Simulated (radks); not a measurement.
Valence configurations of Nb II (all share [Kr]). Calculated with a radial shooting solver on a logarithmic mesh with Libxc functionals: scalar-relativistic Kohn-Sham, PBE, spin-unpolarised, spherical densities, finite nucleus; Fermi nuclear charge, rms radius 4.324 fm. Energies are relative to 4d4; eigenvalues in eV.

\begin{tabular}{lrrrr}
valence & E (eV) & e(4d) & e(5p) & e(5s) \\ \hline
4d4 & 0.000 & -9.309 & - & - \\
4d3.5 5s0.5 & 0.063 & -10.316 & - & -9.946 \\
4d3 5s1 & 0.381 & -11.402 & - & -10.500 \\
4d3.5 5p0.5 & 1.983 & -10.838 & -6.441 & - \\
4d3 5s0.5 5p0.5 & 2.385 & -11.924 & -6.818 & -10.848 \\
4d2.5 5s1 5p0.5 & 3.068 & -13.075 & -7.207 & -11.413 \\
4d3 5p1 & 4.410 & -12.434 & -7.115 & - \\
4d2 5p2 & 10.727 & -15.756 & -8.403 & - \\
4d1 5s1 5p2 & 14.272 & -18.277 & -9.136 & -14.017 \\
4d1 5p3 & 19.190 & -19.190 & -9.595 & - \\
\end{tabular}

NIST lists [Kr] 4d4 as the ground configuration; this level of theory agrees among the configurations tried. The energies are those of spherical spin-averaged densities, not of single terms.
